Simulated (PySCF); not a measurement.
C₃H₄Se.
Bonds: C1–C2 (triple), C2–C3, C3–Se4. Hydrogens: H5 on C1; H6, H7 on C3; H8 on Se4.

Method: PySCF 2.14.0, PBE0-D3(BJ)/def2-SVP geometry optimisation, gas phase; density fitting, grid level 1; the optimiser is geomeTRIC in internal coordinates, started from a GFN2-xTB structure.

Step 0: E = -68501.7400 eV
```
atom  x, y, z in Å  |  force x, y, z in eV/Å
C1      1.8745   -0.1124    0.3194    0.416  -0.006   0.116
C2      0.7203   -0.3240    0.0789   -1.001  -0.156  -0.245
C3     -0.6700   -0.5293   -0.2080   -0.267   0.668  -0.028
Se4    -1.5752    1.1571   -0.7788   -0.094  -0.543  -0.502
H5      2.8897    0.0440    0.5319    1.050   0.194   0.215
H6     -1.2075   -0.9040    0.6659   -0.135  -0.206   0.110
H7     -0.8024   -1.2139   -1.0492   -0.138  -0.174  -0.151
H8     -1.2203    1.8920    0.4154    0.169   0.222   0.487
```

**Question.** Estimate the geometry and energy of step 1. (The exact step hangs on the optimiser's Hessian estimate; all steps are aligned on step 0, rigid shifts and turns removed.)

**Answer.** E = -68501.7808 eV, largest force 0.339 eV/Å
```
atom  x, y, z in Å  |  force x, y, z in eV/Å
C1      1.9071   -0.1427    0.3298    0.204   0.066   0.013
C2      0.7363   -0.2870    0.0597   -0.108  -0.038  -0.003
C3     -0.6693   -0.4845   -0.2153   -0.097  -0.207   0.089
Se4    -1.6422    1.1194   -0.7895    0.077   0.287   0.163
H5      2.9508   -0.0080    0.5567   -0.092  -0.010  -0.020
H6     -1.1864   -0.8983    0.6663    0.072   0.009  -0.070
H7     -0.8134   -1.1994   -1.0433    0.023   0.053   0.048
H8     -1.2741    1.9099    0.4109   -0.079  -0.159  -0.219
```

The energy changes by -0.0408 eV. The first-order estimate −F·Δx gives -0.1062 eV and the mean of the old and new forces, exact on a quadratic surface, -0.0396 eV. The step makes an angle of 70° with the force vector and moves no atom by more than 0.084 Å.

What follows is the cost of the whole optimisation. Hardware: Arm Neoverse V2, one thread, no GPU, shared host. Cost: 16 s, 0.38 GiB resident at most.
